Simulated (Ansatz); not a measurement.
Compare A (`Cl[C]1=[CH][SnH2]1`) with its isomer B (`C#[C][SnH2][Cl]`).

Computed with Ansatz on PBE0-D4/def2-TZVP structures; ΔE is electronic, products minus reactants. CCSD(T)/CBS adds triple-zeta CCSD(T) − MP2 to the extrapolated MP2 energy (def2 sets, frozen cores). Functionals use def2-TZVPP. B3LYP here is the variant with VWN-RPA as its local correlation; programs differ in this. def2 core potentials past Kr. For Sn outer-core shells are correlated without core-valence functions, which leaves a few kJ/mol of doubt a bond.

A:

Z-matrix (Å, degrees):
```
Sn
C 1 2.093
C 1 2.111 2 36.6
H 1 1.697 2 120.0 3 -101.0
H 1 1.697 2 119.9 3 101.0
Cl 2 1.713 1 154.5 3 -180.0
H 3 1.084 1 153.2 2 180.0
```

B:

```xyz
7

C    -0.421    1.690    1.277
C    -0.204    0.711    0.607
Sn    0.162   -0.985   -0.522
Cl    0.966   -0.248   -2.577
H    -0.612    2.560    1.864
H     1.393   -1.914    0.182
H    -1.284   -1.815   -0.831
```

Q: Which is lower in electronic energy at CCSD(T)/CBS, and by how much? (Best estimate.)

A: Computed: B, by 47.1 kcal/mol.

Q: Give E(B) − E(A) in kcal/mol with B3LYP-D4, CCSD(T)/def2-SVP, LDA (SPW92), PBE-D4, r2SCAN-D4, HF/def2-TZVPP, B2PLYP. (Estimate.)

A: The calculation gave: B3LYP-D4 -45.9, CCSD(T)/def2-SVP -47.6, LDA (SPW92) -30.9, PBE-D4 -36.9, r2SCAN-D4 -41.9, HF/def2-TZVPP -61.4, B2PLYP -47.5. None reverses the order clearly.

Largest T1 diagnostic: 0.015.

From BLYP to BHLYP (50 % exact exchange), in def2-TZVPP and without D4, E(B) − E(A) moves by −6.6 kcal/mol. In def2-TZVPP, CCSD(T) changes the Hartree–Fock value by +14.6 kcal/mol (the triples alone add +2.7 kcal/mol) and MP2 by +14.8 kcal/mol.
